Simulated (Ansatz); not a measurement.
`Cl[CH2][ZnH]` + CH₃SH → `C[S][ZnH]` + `CCl` at 500 K and 1 bar (ligand exchange at a Zn–C bond).

Calculated with Ansatz (gas phase, PBE0-D4/def2-TZVP geometries, no zero-point term in ΔE). CBS: MP2 limit from def2 TZ/QZ plus the TZ coupled-cluster correction, frozen cores. This one scheme is used for every species. For Zn outer-core shells are correlated without core-valence functions, which leaves a few kJ/mol of doubt a bond. Scalar relativity is left out up to krypton.

| species | CCSD(T)/CBS energy (Eh) | H − E (kJ/mol) | S (J/(mol·K)) |
| --- | --- | --- | --- |
| `Cl[CH2][ZnH]` | -2277.98947 | 118.4 | 339.9 |
| CH₃SH | -438.22835 | 145.1 | 283.7 |
| `C[S][ZnH]` | -2216.62619 | 152.0 | 357.7 |
| `CCl` | -499.63220 | 119.3 | 258.4 |

H − E and S are ideal-gas, rigid-rotor, harmonic terms from PBE0-D4/def2-TZVP. 1 Eh = 2625.50 kJ/mol, R = 8.31446 J/(mol·K).

Task: By hand: ΔE, ΔH, ΔS and ΔG.

Result: ΔE = (-2216.62619) + (-499.63220) − (-2277.98947) − (-438.22835) = -0.04057 Eh = -106.5 kJ/mol. Δ(H − E) = 152.0 + 119.3 − 118.4 − 145.1 = 7.8, so ΔH = -98.7 kJ/mol. ΔS = 357.7 + 258.4 − 339.9 − 283.7 = -7.5 J/(mol·K). ΔG = -98.7 − 500 × (-7.5)/1000 = -95.0 kJ/mol.

Task: By hand: the equilibrium constant, and the temperature at which ΔG would vanish if ΔH and ΔS stayed fixed.

Result: log₁₀ K = −ΔG/(RT ln 10) = 9.9. ΔG = 0 at ΔH/ΔS = 13160 K, far beyond where these terms or the molecules hold.

The number of gas molecules stays the same, so ΔS is small and ΔH decides. A doubt of 5 kJ/mol in ΔE shifts log₁₀ K by 0.5 here. These are equilibria of isolated gas molecules and say nothing of rates. Largest T1 diagnostic: 0.014 (customary marks: 0.02 for closed shells, 0.045 for open ones).
